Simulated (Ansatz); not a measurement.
Method: PBE-D3(BJ)/def2-SVP (Ansatz, an electronic-structure program). No frequencies were computed at this level.

Ansatz 0.2 input:
```yaml
crystal:
  periodic: [false, false, false]
  atoms:
    - { symbol: Si, position_ang: [-5.803137, -0.26066, 0.435556] }
    - { symbol: Si, position_ang: [-4.159021, 1.262506, -0.160652] }
    - { symbol: Ge, position_ang: [-2.586549, 0.414987, -1.699903] }
    - { symbol: Si, position_ang: [-0.771231, 1.571135, -2.65243] }
    - { symbol: Ge, position_ang: [0.593768, 0.252478, -4.044448] }
    - { symbol: Si, position_ang: [2.454338, 1.083707, -5.221313] }
    - { symbol: Ge, position_ang: [3.67743, -0.558686, -6.377838] }
    - { symbol: Si, position_ang: [5.600611, -0.124673, -7.654664] }
    - { symbol: H, position_ang: [-6.588155, -0.692161, -0.724792] }
    - { symbol: H, position_ang: [-5.233815, -1.469344, 1.038407] }
    - { symbol: H, position_ang: [-6.756232, 0.285143, 1.406528] }
    - { symbol: H, position_ang: [-4.730124, 2.485237, -0.747535] }
    - { symbol: H, position_ang: [-3.40986, 1.746643, 1.009748] }
    - { symbol: H, position_ang: [-2.03073, -0.875218, -1.116232] }
    - { symbol: H, position_ang: [-3.366153, -0.202855, -2.851123] }
    - { symbol: H, position_ang: [-1.273368, 2.719575, -3.42049] }
    - { symbol: H, position_ang: [0.055005, 2.152078, -1.584287] }
    - { symbol: H, position_ang: [1.051156, -0.954754, -3.245488] }
    - { symbol: H, position_ang: [-0.300173, -0.46781, -5.037696] }
    - { symbol: H, position_ang: [3.344809, 1.781082, -4.282107] }
    - { symbol: H, position_ang: [2.00764, 2.118191, -6.165086] }
    - { symbol: H, position_ang: [2.695467, -1.332242, -7.239742] }
    - { symbol: H, position_ang: [4.002589, -1.658382, -5.382226] }
    - { symbol: H, position_ang: [6.716885, -0.984592, -7.258865] }
    - { symbol: H, position_ang: [5.351704, -0.336057, -9.081431] }
    - { symbol: H, position_ang: [6.020487, 1.267558, -7.473733] }
basis:
  gaussian: { orbitals: def2-svp }
hamiltonian:
  xc: pbe
  dispersion: d3bj
relax:
  max_steps: 150
```

Output:

```
[...]
relax step  14: F+E_penalty+E_count = -209156.47069136 eV  Δ(F+E_penalty+E_count) = -2.501e-3 eV  max|allowed force component| = 8.165e-2 eV/Å  Δτ_max = 0.0166 Å  (30 SCF iters, accepted)
these checks for a lower state are left out or cut short: starts, cluster_reference, orbital_swaps, neighbouring_geometries, increment
3077 factors; their error is unknown
mean field -209155.70754362 eV, -7686.3304813975 hartree, gradient 9.7e-6 eV, S^2 0.000000; 0 other end points of the search recorded, 0 dependent functions left out
reference -209155.70761859 eV, -7686.3304841527 hartree; 92, 92 occupied and 184, 184 virtual orbitals, 3077 factors
relax step  15: F+E_penalty+E_count = -209156.47256562 eV  Δ(F+E_penalty+E_count) = -1.874e-3 eV  max|allowed force component| = 4.643e-3 eV/Å  Δτ_max = 0.0526 Å  (29 SCF iters, accepted)
these checks for a lower state are left out or cut short: starts, cluster_reference, orbital_swaps, neighbouring_geometries, increment
3077 factors; their error is unknown
mean field -209155.70906773 eV, -7686.3305374076 hartree, gradient 9.9e-6 eV, S^2 0.000000; 0 other end points of the search recorded, 0 dependent functions left out
reference -209155.70914286 eV, -7686.3305401685 hartree; 92, 92 occupied and 184, 184 virtual orbitals, 3077 factors
relax step  16: F+E_penalty+E_count = -209156.47383215 eV  Δ(F+E_penalty+E_count) = -1.267e-3 eV  max|allowed force component| = 4.489e-2 eV/Å  Δτ_max = 0.1319 Å  (28 SCF iters, accepted)
these checks for a lower state are left out or cut short: starts, cluster_reference, orbital_swaps, neighbouring_geometries, increment
3077 factors; their error is unknown
mean field evaluation 128: about -209155.7088 eV, gradient 1.1e-5 eV
mean field -209155.70883597 eV, -7686.3305288907 hartree, gradient 1.1e-5 eV, S^2 0.000000; 0 other end points of the search recorded, 0 dependent functions left out
reference -209155.70891125 eV, -7686.3305316569 hartree; 92, 92 occupied and 184, 184 virtual orbitals, 3077 factors
relax step  17: F+E_penalty+E_count = -209156.47331173 eV  Δ(F+E_penalty+E_count) = +5.204e-4 eV  max|allowed force component| = 8.536e-2 eV/Å  Δτ_max = 0.1504 Å  (28 SCF iters, rejected (line search))
these checks for a lower state are left out or cut short: starts, cluster_reference, orbital_swaps, neighbouring_geometries, increment
3077 factors; their error is unknown
mean field -209155.71016396 eV, -7686.3305776932 hartree, gradient 9.8e-6 eV, S^2 0.000000; 0 other end points of the search recorded, 0 dependent functions left out
reference -209155.71023915 eV, -7686.3305804564 hartree; 92, 92 occupied and 184, 184 virtual orbitals, 3077 factors
relax step  18: F+E_penalty+E_count = -209156.47486804 eV  Δ(F+E_penalty+E_count) = -1.036e-3 eV  max|allowed force component| = 3.374e-2 eV/Å  Δτ_max = 0.0746 Å  (29 SCF iters, accepted)
these checks for a lower state are left out or cut short: starts, cluster_reference, orbital_swaps, neighbouring_geometries, increment
3077 factors; their error is unknown
mean field -209155.71072318 eV, -7686.3305982442 hartree, gradient 9.9e-6 eV, S^2 0.000000; 0 other end points of the search recorded, 0 dependent functions left out
reference -209155.71079845 eV, -7686.3306010104 hartree; 92, 92 occupied and 184, 184 virtual orbitals, 3077 factors
relax step  19: F+E_penalty+E_count = -209156.47529768 eV  Δ(F+E_penalty+E_count) = -4.296e-4 eV  max|allowed force component| = 3.297e-2 eV/Å  Δτ_max = 0.0784 Å  (29 SCF iters, accepted)
these checks for a lower state are left out or cut short: starts, cluster_reference, orbital_swaps, neighbouring_geometries, increment
3077 factors; their error is unknown
mean field -209155.71115039 eV, -7686.3306139439 hartree, gradient 9.8e-6 eV, S^2 0.000000; 0 other end points of the search recorded, 0 dependent functions left out
reference -209155.71122572 eV, -7686.3306167122 hartree; 92, 92 occupied and 184, 184 virtual orbitals, 3077 factors
relax step  20: F+E_penalty+E_count = -209156.47568258 eV  Δ(F+E_penalty+E_count) = -3.849e-4 eV  max|allowed force component| = 4.206e-2 eV/Å  Δτ_max = 0.0506 Å  (29 SCF iters, accepted)
these checks for a lower state are left out or cut short: starts, cluster_reference, orbital_swaps, neighbouring_geometries, increment
3077 factors; their error is unknown
mean field -209155.71154365 eV, -7686.3306283959 hartree, gradient 9.7e-6 eV, S^2 0.000000; 0 other end points of the search recorded, 0 dependent functions left out
reference -209155.71161902 eV, -7686.3306311659 hartree; 92, 92 occupied and 184, 184 virtual orbitals, 3077 factors
relax step  21: F+E_penalty+E_count = -209156.47618667 eV  Δ(F+E_penalty+E_count) = -5.041e-4 eV  max|allowed force component| = 3.378e-2 eV/Å  Δτ_max = 0.0323 Å  (29 SCF iters, accepted)
these checks for a lower state are left out or cut short: starts, cluster_reference, orbital_swaps, neighbouring_geometries, increment
3077 factors; their error is unknown
mean field evaluation 160: about -209155.7118 eV, gradient 4.5e-5 eV
mean field -209155.71183482 eV, -7686.3306390962 hartree, gradient 9.8e-6 eV, S^2 0.000000; 0 other end points of the search recorded, 0 dependent functions left out
reference -209155.71191027 eV, -7686.3306418688 hartree; 92, 92 occupied and 184, 184 virtual orbitals, 3077 factors
relax step  22: F+E_penalty+E_count = -209156.47666072 eV  Δ(F+E_penalty+E_count) = -4.741e-4 eV  max|allowed force component| = 3.955e-2 eV/Å  Δτ_max = 0.0539 Å  (29 SCF iters, accepted)
these checks for a lower state are left out or cut short: starts, cluster_reference, orbital_swaps, neighbouring_geometries, increment
3077 factors; their error is unknown
mean field -209155.71215206 eV, -7686.3306507545 hartree, gradient 9.9e-6 eV, S^2 0.000000; 0 other end points of the search recorded, 0 dependent functions left out
reference -209155.71222757 eV, -7686.3306535295 hartree; 92, 92 occupied and 184, 184 virtual orbitals, 3077 factors
relax step  23: F+E_penalty+E_count = -209156.47697302 eV  Δ(F+E_penalty+E_count) = -3.123e-4 eV  max|allowed force component| = 3.880e-2 eV/Å  Δτ_max = 0.0282 Å  (29 SCF iters, accepted)
these checks for a lower state are left out or cut short: starts, cluster_reference, orbital_swaps, neighbouring_geometries, increment
3077 factors; their error is unknown
mean field -209155.71235204 eV, -7686.3306581036 hartree, gradient 9.9e-6 eV, S^2 0.000000; 0 other end points of the search recorded, 0 dependent functions left out
reference -209155.71242760 eV, -7686.3306608806 hartree; 92, 92 occupied and 184, 184 virtual orbitals, 3077 factors
relax step  24: F+E_penalty+E_count = -209156.47722587 eV  Δ(F+E_penalty+E_count) = -2.528e-4 eV  max|allowed force component| = 3.133e-2 eV/Å  Δτ_max = 0.0279 Å  (29 SCF iters, accepted)
these checks for a lower state are left out or cut short: starts, cluster_reference, orbital_swaps, neighbouring_geometries, increment
3077 factors; their error is unknown
mean field -209155.71192973 eV, -7686.3306425841 hartree, gradient 1.0e-5 eV, S^2 0.000000; 0 other end points of the search recorded, 0 dependent functions left out
reference -209155.71200547 eV, -7686.3306453676 hartree; 92, 92 occupied and 184, 184 virtual orbitals, 3077 factors
relax step  25: F+E_penalty+E_count = -209156.47668543 eV  Δ(F+E_penalty+E_count) = +5.404e-4 eV  max|allowed force component| = 5.399e-2 eV/Å  Δτ_max = 0.1177 Å  (28 SCF iters, rejected (line search))
these checks for a lower state are left out or cut short: starts, cluster_reference, orbital_swaps, neighbouring_geometries, increment
3077 factors; their error is unknown
mean field -209155.71265581 eV, -7686.3306692672 hartree, gradient 1.0e-5 eV, S^2 0.000000; 0 other end points of the search recorded, 0 dependent functions left out
reference -209155.71273145 eV, -7686.3306720469 hartree; 92, 92 occupied and 184, 184 virtual orbitals, 3077 factors
relax step  26: F+E_penalty+E_count = -209156.47742090 eV  Δ(F+E_penalty+E_count) = -1.950e-4 eV  max|allowed force component| = 4.273e-2 eV/Å  Δτ_max = 0.0588 Å  (29 SCF iters, accepted)
these checks for a lower state are left out or cut short: starts, cluster_reference, orbital_swaps, neighbouring_geometries, increment
3077 factors; their error is unknown
mean field evaluation 192: about -209155.9534 eV, gradient 2.6e0 eV
mean field -209155.71217967 eV, -7686.3306517692 hartree, gradient 9.7e-6 eV, S^2 0.000000; 0 other end points of the search recorded, 0 dependent functions left out
reference -209155.71225540 eV, -7686.3306545524 hartree; 92, 92 occupied and 184, 184 virtual orbitals, 3077 factors
relax step  27: F+E_penalty+E_count = -209156.47686205 eV  Δ(F+E_penalty+E_count) = +5.589e-4 eV  max|allowed force component| = 6.362e-2 eV/Å  Δτ_max = 0.0977 Å  (28 SCF iters, rejected (line search))
these checks for a lower state are left out or cut short: starts, cluster_reference, orbital_swaps, neighbouring_geometries, increment
3077 factors; their error is unknown
mean field -209155.71213033 eV, -7686.3306499560 hartree, gradient 1.0e-5 eV, S^2 0.000000; 0 other end points of the search recorded, 0 dependent functions left out
reference -209155.71220600 eV, -7686.3306527367 hartree; 92, 92 occupied and 184, 184 virtual orbitals, 3077 factors
relax step  28: F+E_penalty+E_count = -209156.47742491 eV  Δ(F+E_penalty+E_count) = -4.014e-6 eV  max|allowed force component| = 2.467e-2 eV/Å  Δτ_max = 0.0476 Å  (29 SCF iters, accepted)
these checks for a lower state are left out or cut short: starts, cluster_reference, orbital_swaps, neighbouring_geometries, increment
3077 factors; their error is unknown
mean field -209155.71197951 eV, -7686.3306444134 hartree, gradient 9.7e-6 eV, S^2 0.000000; 0 other end points of the search recorded, 0 dependent functions left out
reference -209155.71205523 eV, -7686.3306471963 hartree; 92, 92 occupied and 184, 184 virtual orbitals, 3077 factors
relax step  29: F+E_penalty+E_count = -209156.47693202 eV  Δ(F+E_penalty+E_count) = +4.929e-4 eV  max|allowed force component| = 4.495e-2 eV/Å  Δτ_max = 0.0396 Å  (29 SCF iters, rejected (line search))
these checks for a lower state are left out or cut short: starts, cluster_reference, orbital_swaps, neighbouring_geometries, increment
3077 factors; their error is unknown
mean field -209155.71305529 eV, -7686.3306839476 hartree, gradient 9.9e-6 eV, S^2 0.000000; 0 other end points of the search recorded, 0 dependent functions left out
reference -209155.71313098 eV, -7686.3306867293 hartree; 92, 92 occupied and 184, 184 virtual orbitals, 3077 factors
relax step  30: F+E_penalty+E_count = -209156.47801084 eV  Δ(F+E_penalty+E_count) = -5.859e-4 eV  max|allowed force component| = 8.850e-3 eV/Å  Δτ_max = 0.0138 Å  (30 SCF iters, accepted)
3077 factors; their error is unknown
mean field evaluation 224: about -209155.8468 eV, gradient 8.0e0 eV
mean field -209155.71305529 eV, -7686.3306839476 hartree, gradient 9.9e-6 eV, S^2 0.000000; 1 other end points of the search recorded, 0 dependent functions left out
reference -209155.71313098 eV, -7686.3306867293 hartree; 92, 92 occupied and 184, 184 virtual orbitals, 3077 factors
Total energy: -209156.47808653 eV, -7686.3587983273 hartree
Atom 0 at    -5.779097     0.317188     0.579819 Å, force    -0.001947     0.002990     0.003930 eV/Å
Atom 1 at    -3.963742     1.429264    -0.420617 Å, force    -0.002175    -0.000118     0.002408 eV/Å
Atom 2 at    -2.685448    -0.071901    -1.785857 Å, force     0.001172     0.001685     0.002522 eV/Å
Atom 3 at    -0.839251     1.049862    -2.822252 Å, force     0.000119    -0.001473     0.000353 eV/Å
Atom 4 at     0.551178    -0.438966    -4.084741 Å, force    -0.002919     0.003433    -0.000908 eV/Å
Atom 5 at     2.343395     0.739558    -5.153235 Å, force     0.003251     0.000944     0.003969 eV/Å
Atom 6 at     3.791289    -0.715716    -6.389031 Å, force    -0.000134     0.002578    -0.005924 eV/Å
Atom 7 at     5.527926     0.531655    -7.469460 Å, force    -0.004404    -0.008850    -0.001741 eV/Å
Atom 8 at    -6.681659    -0.237171    -0.490419 Å, force     0.001688     0.000327     0.001313 eV/Å
Atom 9 at    -5.269105    -0.825855     1.417129 Å, force    -0.001236     0.003208    -0.001845 eV/Å
Atom 10 at    -6.580676     1.241799     1.458968 Å, force     0.004629    -0.005380    -0.005986 eV/Å
Atom 11 at    -4.460683     2.566686    -1.276538 Å, force     0.000409    -0.000911     0.000055 eV/Å
Atom 12 at    -3.060808     2.004653     0.641116 Å, force    -0.001241    -0.000445    -0.001767 eV/Å
Atom 13 at    -2.158113    -1.244203    -0.910374 Å, force     0.000695    -0.000251     0.000855 eV/Å
Atom 14 at    -3.598638    -0.689071    -2.882827 Å, force    -0.001355    -0.001821    -0.001276 eV/Å
Atom 15 at    -1.368737     2.128075    -3.733092 Å, force    -0.000283     0.001457    -0.000939 eV/Å
Atom 16 at    -0.004440     1.714487    -1.757345 Å, force     0.001168     0.000763     0.001555 eV/Å
Atom 17 at     1.132436    -1.527845    -3.139022 Å, force     0.001989    -0.001887     0.000509 eV/Å
Atom 18 at    -0.304301    -1.167192    -5.159839 Å, force    -0.000778    -0.000674    -0.001799 eV/Å
Atom 19 at     3.149083     1.465864    -4.105786 Å, force    -0.001509    -0.000454    -0.001238 eV/Å
Atom 20 at     1.763776     1.773286    -6.085451 Å, force    -0.000181    -0.001302     0.000366 eV/Å
Atom 21 at     2.955902    -1.491727    -7.446434 Å, force     0.001910     0.000884     0.000688 eV/Å
Atom 22 at     4.408898    -1.765279    -5.422279 Å, force    -0.000321     0.000849    -0.000188 eV/Å
Atom 23 at     6.448183    -0.368965    -8.250230 Å, force    -0.002029     0.003659     0.002351 eV/Å
Atom 24 at     4.913828     1.533731    -8.409827 Å, force     0.001009    -0.001177     0.001517 eV/Å
Atom 25 at     6.332147     1.270672    -6.434216 Å, force     0.002472     0.001965     0.001220 eV/Å
Dipole moment:     0.012028     0.001897    -0.007833 e Å
```

Cost: around 13 core-minutes (rough).
